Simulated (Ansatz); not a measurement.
O$_{2}$, charge +1, doublet (typed; the unrestricted solution is spin-contaminated), geometry from GFN2-xTB (a state made from the parent by changing its charge; the spin is typed, not shown lowest). Base run: HF/def2-SVP (Ansatz, a quantum-chemistry and plane-wave program).

Here is a job for Ansatz.
Ansatz 0.2 input:
```yaml
crystal:
  periodic: [false, false, false]
  atoms:
    - {symbol: O, position_ang: [-0.00000000, -0.00000000, -0.54957278]}
    - {symbol: O, position_ang: [0.00000000, 0.00000000, 0.54957278]}
basis:
  gaussian:
    orbitals: def2-SVP
hamiltonian:
  xc: hf
total_charge: 1
magnetization: {spin_polarized: true, initial_magnetization: 1}
```

Variants of this job, named by their change:

```tsv
change	E (Eh)	<S^2>
base	-149.04360	1.054
functional = B97M-V	-149.69021	0.752
functional = b3lyp; dispersion = d3bj	-149.74366	0.752
functional = BHLYP	-149.66205	0.754
functional = SVWN5	-148.69073	0.751
functional = revpbe	-149.72573	0.751
functional = pbe0	-149.59374	0.752
functional = hse06	-149.58778	0.752
functional = r2scan	-149.67471	0.753
functional = cam_b3lyp	-149.69771	0.752
functional = pbe; dispersion = d3bjatm	-149.61578	0.751
functional = blyp; dispersion = d3bjatm	-149.75128	0.751
functional = b3lyp5	-149.68657	0.752
```

Total energies compare only within one method and basis.
